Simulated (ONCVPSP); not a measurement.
Zn: ONCV pseudisation with PBEsol, scalar-relativistic reference atom.

Input for ONCVPSP 4.0.1:

```
# ATOM AND REFERENCE CONFIGURATION
# atsym  z   nc   nv     iexc    psfile
  Zn 30.00    5    2  -116133      upf
#
#   n    l    f
    1    0    2.00
    2    0    2.00
    2    1    6.00
    3    0    2.00
    3    1    6.00
    3    2   10.00
    4    0    1.00
#
# PSEUDOPOTENTIAL AND OPTIMIZATION
# lmax
    2
#
#   l,   rc,      ep,       ncon, nbas, qcut
    0    1.85    0.00    4    8    3.90
    1    1.70    0.25    4    8    5.80
    2    1.35    0.00    4    8   10.80
#
# LOCAL POTENTIAL
# lloc, lpopt,  rc(5),   dvloc0
    4    3    1.00    4.00
#
# VANDERBILT-KLEINMAN-BYLANDER PROJECTORs
# l, nproj, debl
    0    2    0.90
    1    1    1.40
    2    2    0.80
#
# MODEL CORE CHARGE
# icmod, fcfact, rcfact
    1    0.55    0.00
#
# LOG DERIVATIVE ANALYSIS
# epsh1, epsh2, depsh
   -2.00    5.00    0.02
#
# OUTPUT GRID
# rlmax, drl
    6.00    0.01
#
# TEST CONFIGURATIONS
# ncnf
    4
# nvcnf
#   n    l    f
    2
    3    2   10.00
    4    0    2.00
#
    2
    3    2   10.00
    4    0    0.00
#
    2
    3    2    9.00
    4    0    0.00
#
    3
    3    2   10.00
    4    0    0.00
    4    1    1.00
#
```

Command:

```bash
oncvpsp.x < Zn.dat > Zn.out
```

Output (shortened: citation, most of the input echo, consistency checks and plot data are left out):

```
ONCVPSP  (Optimized Norm-Conservinng Vanderbilt PSeudopotential)
scalar-relativistic version 4.0.1

#   n    l    f        energy (Ha)
    1    0    2.00    -3.5010910E+02
    2    0    2.00    -4.2878529E+01
    2    1    6.00    -3.7226638E+01
    3    0    2.00    -5.0932891E+00
    3    1    6.00    -3.4155916E+00
    3    2   10.00    -7.2736627E-01
    4    0    1.00    -5.1395943E-01

Reference configufation results
  iterations    28
  all-electron total energy (Ha)   -1.79423701D+03

Begin loop to  construct optimized pseudo wave functions
and semi-local pseudopoentials for all angular momenta

   Wellstate for l =  0  n =  5
     eigenvalue =   0.3860
     asymptotic potential =   0.8860
     half-point radius =  3.9917

Calculating optimized projector #   1

 for l=   0

    Fraction of norm inside rc  0.299215
    Optimizing pswf for qcut=   3.89 a_B^-1,  ecut=   7.58 Ha
    Residual kinetic energy error=  3.23D-04 Ha

    Energy error per electron        Cutoff
         Ha          eV             Ha
         0.01000     0.27211        4.39
         0.00100     0.02721        6.64
         0.00010     0.00272       13.02
         0.00001     0.00027       42.14

Calculating optimized projector #   2

 for l=   0

    Fraction of norm inside rc  0.165550
    Optimizing pswf for qcut=   3.89 a_B^-1,  ecut=   7.58 Ha
    Residual kinetic energy error=  5.79D-04 Ha

    Energy error per electron        Cutoff
         Ha          eV             Ha
         0.01000     0.27211        4.80
         0.00100     0.02721        7.13
         0.00010     0.00272       35.34
         0.00001     0.00027       66.65

WARNING wellstate: moderately localized bound state found for n= 4 l=  1
WARNING scattering state with energy  0.05000000
WARNING will be used for the first projector

   Wellstate for l =  1  n =  5
     eigenvalue =   0.0500
     asymptotic potential =   0.5500
     half-point radius =  8.9962

Calculating optimized projector #   1

 for l=   1

    Fraction of norm inside rc  0.054527
    Optimizing pswf for qcut=   5.81 a_B^-1,  ecut=  16.88 Ha
    Residual kinetic energy error=  5.55D-05 Ha

    Energy error per electron        Cutoff
         Ha          eV             Ha
         0.01000     0.27211        1.43
         0.00100     0.02721        4.70
         0.00010     0.00272       14.79
         0.00001     0.00027       62.50

   Wellstate for l =  2  n =  4
     eigenvalue =   0.0726
     asymptotic potential =   0.5726
     half-point radius =  5.9056

Calculating optimized projector #   1

 for l=   2

    Fraction of norm inside rc  0.842435
    Optimizing pswf for qcut=  10.79 a_B^-1,  ecut=  58.17 Ha
    Residual kinetic energy error=  5.93D-05 Ha

    Energy error per electron        Cutoff
         Ha          eV             Ha
         0.01000     0.27211       44.10
         0.00100     0.02721       50.84
         0.00010     0.00272       57.23
         0.00001     0.00027      124.98

Calculating optimized projector #   2

 for l=   2

    Fraction of norm inside rc  0.036069
    Optimizing pswf for qcut=  10.79 a_B^-1,  ecut=  58.17 Ha
    Residual kinetic energy error=  1.08D-05 Ha

    Energy error per electron        Cutoff
         Ha          eV             Ha
         0.01000     0.27211       35.10
         0.00100     0.02721       45.35
         0.00010     0.00272       52.23
         0.00001     0.00027       58.92

Construct Vanderbilt / Kleinmman-Bylander projectors

B matrix Hermiticity error, ll=   0
   1   2    4.1506E-05

  Orthonormal projector coefficients  6.1317E+00  9.1106E-01

B matrix Hermiticity error, ll=   2
   1   2    6.3738E-05

  Orthonormal projector coefficients -1.3273E+01 -3.8194E+00

Model core correction analysis
  based on d2Exc/dn_idn_j

d2excae - all-electron derivatives

   -2.762450D-02   -4.793438D-03
   -5.545958D-03   -7.837375D-03

d2excps - pseudofunction derivatives with no core correction

   -4.311638D-02   -5.359491D-03
   -6.250763D-03   -8.724538D-03

rms 2nd derivative error    7.771786E-03

Polynomial model core charge

d2excps - pseudofunction derivatives with core correction

   -3.004276D-02   -4.649924D-03
   -5.402346D-03   -7.912979D-03

rms 2nd derivative error    1.213974E-03

Pseudoatom total energy  -59.858253

Diagnostic tests using Vanderbilt-Kleinman-Bylander pseudopotentials
  1 or more projectors used as specified by nproj input data

   l    rcore       rmatch      e in        delta e   norm test  slope test

   0   1.8609097   1.9174109  -0.5139594  -0.0000011   1.0000242   0.9999889
   0   1.8609097   1.9174109   0.3860406   0.0000027   1.0001355   1.0001355

   1   1.7012008   1.7528529   0.0500000   0.0000081   1.0000020   1.0000020

   2   1.3552902   1.3964398  -0.7273663  -0.0000049   1.0001565   1.0001692
   2   1.3552902   1.3964398   0.0726337   0.0000004   1.0002659   1.0002659

 Testing for bound ghosts
   n   l    E NL Schr. Eq   E Basis Diag.   E Cutoff

   1   0       -0.513961       -0.507467     75.18

   2   1       -0.284230       -0.235827     75.96

   3   2       -0.727371       -0.726117    187.78

 Testing for highly-localized positive-energy ghosts
       l    <radius>/rc     E Basis Diag.   E Cutoff

       0        0.312230        1.900420     75.18  WARNING - GHOST(+)

Test configuration 0

   n   l     f        eae           eps        diff
   1   0  2.0000 -350.10909878
   2   0  2.0000  -42.87852933
   2   1  6.0000  -37.22663779
   3   0  2.0000   -5.09328912
   3   1  6.0000   -3.41559161
   3   2 10.0000   -0.72736627   -0.72737119   -4.92D-06
   4   0  1.0000   -0.51395943   -0.51396057   -1.13D-06

    Total energies and differences
      AE_ref= -1.79423701D+03  AE_tst= -1.79423701D+03  dif=  0.00D+00
      PS_ref= -5.98582526D+01  PS_tst= -5.98582526D+01  dif=  4.41D-12
      PSP excitation error= -4.41D-12

Test configuration 1

   n   l     f        eae           eps        diff
   1   0  2.0000 -349.75222059
   2   0  2.0000  -42.52918286
   2   1  6.0000  -36.87665973
   3   0  2.0000   -4.73783554
   3   1  6.0000   -3.05960177
   3   2 10.0000   -0.37369768   -0.37492966   -1.23D-03
   4   0  2.0000   -0.22043144   -0.22011813    3.13D-04

    Total energies and differences
      AE_ref= -1.79423701D+03  AE_tst= -1.79460084D+03  dif= -3.64D-01
      PS_ref= -5.98582526D+01  PS_tst= -6.02219059D+01  dif= -3.64D-01
      PSP excitation error= -1.74D-04

Test configuration 2

   n   l     f        eae           eps        diff
   1   0  2.0000 -350.52298413
   2   0  2.0000  -43.28058947
   2   1  6.0000  -37.62968109
   3   0  2.0000   -5.50350710
   3   1  6.0000   -3.82627288
   3   2 10.0000   -1.13319042   -1.13179047    1.40D-03

    Total energies and differences
      AE_ref= -1.79423701D+03  AE_tst= -1.79356270D+03  dif=  6.74D-01
      PS_ref= -5.98582526D+01  PS_tst= -5.91833856D+01  dif=  6.75D-01
      PSP excitation error= -5.54D-04

Test configuration 3

   n   l     f        eae           eps        diff
   1   0  2.0000 -351.31403572
   2   0  2.0000  -44.09095770
   2   1  6.0000  -38.43814232
   3   0  2.0000   -6.27376670
   3   1  6.0000   -4.58887715
   3   2  9.0000   -1.86279921   -1.86830290   -5.50D-03

    Total energies and differences
      AE_ref= -1.79423701D+03  AE_tst= -1.79207401D+03  dif=  2.16D+00
      PS_ref= -5.98582526D+01  PS_tst= -5.76929060D+01  dif=  2.17D+00
      PSP excitation error= -2.35D-03

Test configuration 4

   n   l     f        eae           eps        diff
   1   0  2.0000 -350.17665827
   2   0  2.0000  -42.94194492
   2   1  6.0000  -37.29024199
   3   0  2.0000   -5.16106439
   3   1  6.0000   -3.48345306
   3   2 10.0000   -0.79287098   -0.79359148   -7.21D-04
   4   1  1.0000   -0.31825396   -0.31930462   -1.05D-03

    Total energies and differences
      AE_ref= -1.79423701D+03  AE_tst= -1.79400335D+03  dif=  2.34D-01
      PS_ref= -5.98582526D+01  PS_tst= -5.96253006D+01  dif=  2.33D-01
      PSP excitation error=  7.06D-04
```

The run took about 3.5 s on one core of a shared server CPU.
